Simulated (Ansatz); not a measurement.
Cartesian coordinates in Å:
```
N 0.6294 0.7293 0.4973
Ga -0.4123 -0.4942 -0.2955
Cl -1.9446 -1.4617 0.8174
Br -0.1022 -1.0520 -2.4715
H 1.3370 1.2470 0.0065
H 0.4927 1.0316 1.4459
```

The species carries charge 0 and has multiplicity 1.

Q: List the B3LYP/def2-TZVPP orbital energies in eV (Ansatz 0.2.0). (Estimate.)

A: Ansatz gave: Occupied: -13139.24, -10138.94, -2762.43, -1700.89, -1532.59, -1532.53, -1532.53, -1250.64, -1107.89, -1107.81, -1107.77, -389.72, -257.16, -236.66, -196.18, -196.06, -196.04, -177.53, -177.35, -177.33, -150.80, -104.21, -104.06, -103.96, -71.81, -71.76, -71.75, -71.61, -71.61, -24.54, -24.23, -24.05, -23.95, -23.88, -22.72, -21.89, -20.93, -13.87, -13.22, -10.78, -9.98, -9.34, -8.89, -8.55, -8.33, -7.76. Lowest empty: -1.47, -0.83, 0.72, 1.60, 2.22, 2.77, 3.26, 4.53.

B3LYP here is the variant with VWN-RPA as its local correlation; programs differ in this.
